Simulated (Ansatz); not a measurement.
C2H8OSi2 can be A, `O/C([SiH3])=C/[SiH3]`, or B, `C[SiH]1CO[SiH2]1`.

Calculated with Ansatz (gas phase, PBE0-D4/def2-TZVP geometries, no zero-point term in ΔE). CCSD(T)/CBS adds triple-zeta CCSD(T) − MP2 to the extrapolated MP2 energy (def2 sets, frozen cores). DFT in def2-TZVPP. B3LYP here is the variant with VWN-RPA as its local correlation; programs differ in this. One conformer a species, not always the lowest.

A:

Z-matrix (Å, degrees):
```
Si
C 1 1.884
H 1 1.483 2 108.3
H 1 1.484 2 109.6 3 120.0
H 1 1.484 2 109.5 3 -120.0
C 2 1.340 1 125.2 3 0.0
O 2 1.359 1 111.2 3 -180.0
Si 6 1.857 2 127.3 1 0.0
H 6 1.094 2 117.0 1 -180.0
H 7 0.966 2 109.4 1 180.0
H 8 1.488 6 112.6 2 61.1
H 8 1.488 6 112.6 2 -61.1
H 8 1.487 6 107.2 2 180.0
```

B:

```xyz
13

C     0.1280    1.6803   -1.1313
Si   -0.6070    0.4403    0.0622
C    -0.4455   -1.4133   -0.4421
O     0.3870   -1.9261    0.6232
Si    0.6941   -0.6438    1.6555
H     0.1743    2.6730   -0.6775
H    -0.4796    1.7535   -2.0370
H     1.1407    1.3897   -1.4182
H    -1.9972    0.8404    0.4231
H     0.0549   -1.5725   -1.4033
H    -1.3916   -1.9628   -0.4624
H     0.1884   -0.8993    3.0340
H     2.1535   -0.3593    1.7739
```

(1) Which is lower in electronic energy at CCSD(T)/CBS, and by how much? (An estimate is asked.)

(2) Give E(B) − E(A) in kJ/mol with r2SCAN-D4, HF/def2-TZVPP, B2PLYP, B3LYP-D4, ωB97M-V, MP2/def2-TZVPP, CCSD(T)/def2-TZVPP. (Estimate.)

Largest T1 diagnostic: 0.013.

## Answers

(1) Computed: B, by 126.4 kJ/mol.

(2) Computed: r2SCAN-D4 -129.3, HF/def2-TZVPP -109.7, B2PLYP -121.3, B3LYP-D4 -116.4, ωB97M-V -127.0, MP2/def2-TZVPP -128.4, CCSD(T)/def2-TZVPP -122.8. None reverses the order clearly.

From PBE to PBE0 (25 % exact exchange), in def2-TZVPP and without D4, E(B) − E(A) moves by −8.3 kJ/mol. In def2-TZVPP, CCSD(T) changes the Hartree–Fock value by −13.1 kJ/mol (the triples alone add +2.1 kJ/mol) and MP2 by −18.7 kJ/mol.
